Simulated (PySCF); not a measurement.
C2H9BO2Si2, SMILES C=C[SiH2][SiH2]B(O)O (GFN2-xTB optimised geometry):

```
16

C      1.184    -0.283    -3.579
C      2.023     0.728    -3.427
Si     2.485     1.503    -1.765
Si     1.493     0.375     0.000
B     -0.479     0.375     0.000
O     -1.088     1.580     0.000
O     -1.298    -0.717    -0.030
H      0.936    -0.703    -4.543
H      0.697    -0.746    -2.732
H      2.479     1.148    -4.317
H      2.099     2.921    -1.868
H      3.957     1.509    -1.727
H      2.012    -1.017     0.021
H      2.048     0.921     1.252
H     -2.048     1.553    -0.009
H     -0.891    -1.580    -0.017
```

Calculation: PBE0/def2-TZVP (PySCF 2.14.0).

Question: What are the frontier orbital energies and the dipole moment?

Answer: HOMO-2 -8.63 eV, HOMO-1 -8.02 eV, HOMO -7.88 eV, LUMO -0.54 eV, LUMO+1 -0.26 eV; dipole moment 1.97 D.

Meta-Löwdin charges at PBE0/def2-TZVP: C1 -0.23, C2 -0.33, Si3 0.38, Si4 0.16, B5 0.28, O6 -0.51, O7 -0.52, H8 0.12, H9 0.11, H10 0.13, H11 -0.08, H12 -0.08, H13 -0.08, H14 -0.06, H15 0.35, H16 0.36.
